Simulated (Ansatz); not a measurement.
Born–Oppenheimer molecular dynamics of CH7InSSi (11 atoms, charge 0, multiplicity 1). It starts at the highest image of a converged band. Of that band: Neighbouring images differ by up to 1.7 eV, so the band resolves the path poorly. A vibrational analysis at the climbing image gives 2 clearly imaginary modes (1418i, 60i cm⁻¹): a point of higher order, so a lower path passes nearby.

Theory: RKS B3LYP-D4/def2-SVP in Ansatz 0.2.0.

- ensemble: NVE (velocity Verlet)
- time step: 0.5 fs
- steps asked: 200
- starting velocities drawn for: 100 K
- seed: 5406

Frames 2.5 fs apart, positions in Å.

Velocities at 5 fs (Å/ps):

```
In 0.65 -0.51 -0.21
Si -2.37 -0.12 -1.38
S 0.74 2.34 1.18
H -4.94 -1.69 -3.81
C -1.18 -0.11 -0.11
H 4.53 -5.69 1.96
H 0.89 -6.35 -2.10
H -13.93 -9.10 2.29
H 0.15 -5.44 3.55
H -3.83 10.91 11.23
H 0.05 5.81 13.11
```

```xyz
11
Properties=species:S:1:pos:R:3 time_fs=5 energy_less_start_eV=0.039 T=66
In -0.917 -0.785 -0.447
Si 0.600 1.815 -0.401
S -2.188 0.255 -2.102
H -0.853 1.092 -1.359
C -0.035 -2.066 1.041
H 0.017 3.189 -0.043
H 1.692 1.962 -1.398
H 1.190 1.301 0.886
H 1.056 -1.930 1.079
H -0.454 -1.785 2.017
H -0.217 -3.137 0.849
11
Properties=species:S:1:pos:R:3 time_fs=7.5 energy_less_start_eV=0.045 T=61
In -0.916 -0.786 -0.448
Si 0.594 1.815 -0.404
S -2.186 0.260 -2.099
H -0.868 1.092 -1.372
C -0.037 -2.067 1.042
H 0.034 3.162 -0.044
H 1.699 1.949 -1.403
H 1.160 1.281 0.891
H 1.055 -1.937 1.085
H -0.462 -1.760 2.037
H -0.225 -3.124 0.878
11
Properties=species:S:1:pos:R:3 time_fs=10 energy_less_start_eV=0.031 T=73
In -0.914 -0.787 -0.448
Si 0.587 1.814 -0.407
S -2.185 0.266 -2.096
H -0.895 1.101 -1.395
C -0.039 -2.066 1.048
H 0.055 3.131 -0.052
H 1.710 1.939 -1.401
H 1.141 1.267 0.891
H 1.051 -1.929 1.082
H -0.458 -1.746 2.023
H -0.252 -3.130 0.897
11
Properties=species:S:1:pos:R:3 time_fs=12.5 energy_less_start_eV=0.001 T=100
In -0.912 -0.788 -0.449
Si 0.581 1.812 -0.409
S -2.183 0.272 -2.094
H -0.942 1.110 -1.434
C -0.041 -2.065 1.056
H 0.064 3.130 -0.058
H 1.718 1.933 -1.389
H 1.135 1.263 0.887
H 1.046 -1.912 1.072
H -0.452 -1.735 1.998
H -0.289 -3.139 0.906
11
Properties=species:S:1:pos:R:3 time_fs=15 energy_less_start_eV=-0.147 T=227
In -0.910 -0.790 -0.449
Si 0.575 1.807 -0.411
S -2.182 0.278 -2.091
H -1.028 1.111 -1.500
C -0.042 -2.068 1.063
H 0.058 3.164 -0.062
H 1.723 1.932 -1.367
H 1.143 1.270 0.882
H 1.042 -1.895 1.054
H -0.460 -1.712 2.005
H -0.320 -3.126 0.913
11
Properties=species:S:1:pos:R:3 time_fs=17.5 energy_less_start_eV=-0.375 T=421
In -0.908 -0.790 -0.449
Si 0.571 1.800 -0.412
S -2.180 0.285 -2.090
H -1.173 1.098 -1.611
C -0.045 -2.072 1.068
H 0.047 3.202 -0.071
H 1.729 1.935 -1.343
H 1.170 1.295 0.880
H 1.037 -1.884 1.032
H -0.472 -1.685 2.029
H -0.339 -3.105 0.920
11
Properties=species:S:1:pos:R:3 time_fs=20 energy_less_start_eV=-0.341 T=395
In -0.904 -0.791 -0.449
Si 0.566 1.792 -0.410
S -2.182 0.291 -2.090
H -1.333 1.120 -1.750
C -0.050 -2.074 1.076
H 0.038 3.211 -0.094
H 1.738 1.943 -1.327
H 1.215 1.341 0.885
H 1.030 -1.883 1.008
H -0.467 -1.671 2.028
H -0.349 -3.110 0.929
11
Properties=species:S:1:pos:R:3 time_fs=22.5 energy_less_start_eV=-0.691 T=691
In -0.900 -0.791 -0.449
Si 0.562 1.783 -0.406
S -2.190 0.293 -2.094
H -1.381 1.292 -1.867
C -0.059 -2.074 1.085
H 0.029 3.182 -0.133
H 1.747 1.956 -1.323
H 1.273 1.412 0.893
H 1.019 -1.892 0.987
H -0.448 -1.669 2.010
H -0.348 -3.134 0.943
11
Properties=species:S:1:pos:R:3 time_fs=25 energy_less_start_eV=-0.641 T=651
In -0.896 -0.790 -0.448
Si 0.560 1.772 -0.399
S -2.202 0.293 -2.100
H -1.393 1.517 -1.978
C -0.070 -2.077 1.089
H 0.011 3.133 -0.184
H 1.744 1.969 -1.328
H 1.333 1.505 0.898
H 1.008 -1.910 0.972
H -0.434 -1.661 2.019
H -0.332 -3.144 0.969
11
Properties=species:S:1:pos:R:3 time_fs=27.5 energy_less_start_eV=-0.604 T=620
In -0.890 -0.788 -0.447
Si 0.561 1.757 -0.389
S -2.215 0.295 -2.108
H -1.478 1.626 -2.097
C -0.082 -2.083 1.089
H -0.033 3.095 -0.241
H 1.721 1.977 -1.344
H 1.388 1.616 0.897
H 0.999 -1.930 0.963
H -0.426 -1.647 2.055
H -0.312 -3.142 1.004
11
Properties=species:S:1:pos:R:3 time_fs=30 energy_less_start_eV=-0.944 T=910
In -0.884 -0.785 -0.445
Si 0.564 1.740 -0.378
S -2.228 0.300 -2.118
H -1.638 1.579 -2.209
C -0.094 -2.089 1.090
H -0.112 3.076 -0.305
H 1.677 1.977 -1.371
H 1.431 1.739 0.886
H 0.990 -1.947 0.960
H -0.411 -1.647 2.069
H -0.305 -3.156 1.044
11
Properties=species:S:1:pos:R:3 time_fs=32.5 energy_less_start_eV=-0.858 T=837
In -0.878 -0.781 -0.444
Si 0.570 1.721 -0.364
S -2.242 0.306 -2.130
H -1.807 1.466 -2.297
C -0.107 -2.094 1.092
H -0.215 3.051 -0.374
H 1.617 1.965 -1.415
H 1.458 1.865 0.867
H 0.979 -1.958 0.962
H -0.388 -1.660 2.052
H -0.314 -3.183 1.083
```

Of the whole run (100 fs, mean temperature of the second half 1098 K): The conserved energy stayed within 0.29 meV per atom of its start (net change -0.18 meV per atom), so the integration is sound. The kinetic energy rose, since the run started high on the potential surface and went downhill. A run of 0.1 ps of so small a system gives no equilibrium averages. The orbitals stay closed-shell, which can raise the energy where a bond breaks towards radicals; this wasn't checked here.

The run took 4.3 min on 2 threads of AMD EPYC 9R45 96-Core Processor (Zen 5) (shared host), peak memory 0.29 GiB.
